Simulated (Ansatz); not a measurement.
`F[SiH](S)[GaH2]` + H₂S → `F[SiH](S)S` + `[GaH3]` at 298.15 K and 1 bar (cleavage of the Si–Ga bond).

Program: Ansatz. Geometries: PBE0-D4/def2-TZVP. ΔE: electronic, gas phase. CCSD(T)/CBS adds triple-zeta CCSD(T) − MP2 to the extrapolated MP2 energy (def2 sets, frozen cores). This one scheme is used for every species. For Ga outer-core shells are correlated without core-valence functions, which leaves a few kJ/mol of doubt a bond. Scalar relativity is left out up to krypton. One conformer a species, not always the lowest.

```
          species  CCSD(T)/CBS energy (Eh)  H − E (kJ/mol)  S (J/(mol·K))
`F[SiH](S)[GaH2]`              -2713.06708           114.4          367.2
              H₂S               -398.97279            49.9          205.7
     `F[SiH](S)S`              -1186.35252           101.7          336.4
         `[GaH3]`              -1925.70545            59.6          218.4
```

H − E and S are ideal-gas, rigid-rotor, harmonic terms from PBE0-D4/def2-TZVP, for one conformer and one mirror image of each species. 1 Eh = 2625.50 kJ/mol, R = 8.31446 J/(mol·K).

Q: By hand: ΔE, ΔH, ΔS and ΔG.

A: ΔE = (-1186.35252) + (-1925.70545) − (-2713.06708) − (-398.97279) = -0.01810 Eh = -47.5 kJ/mol. Δ(H − E) = 101.7 + 59.6 − 114.4 − 49.9 = -3.0, so ΔH = -50.5 kJ/mol. ΔS = 336.4 + 218.4 − 367.2 − 205.7 = -18.1 J/(mol·K). ΔG = -50.5 − 298.15 × (-18.1)/1000 = -45.1 kJ/mol.

Q: By hand: the equilibrium constant, and the temperature at which ΔG would vanish if ΔH and ΔS stayed fixed.

A: log₁₀ K = −ΔG/(RT ln 10) = 7.9. ΔG = 0 at ΔH/ΔS = 2790 K, far beyond where these terms or the molecules hold.

ΔH outweighs TΔS. A doubt of 5 kJ/mol in ΔE shifts log₁₀ K by 0.9 here. Other conformers and mirror images would add mixing entropy, several J/(mol·K) or more a flexible species. These are equilibria of isolated gas molecules and say nothing of rates. Largest T1 diagnostic: 0.013 (customary marks: 0.02 for closed shells, 0.045 for open ones).
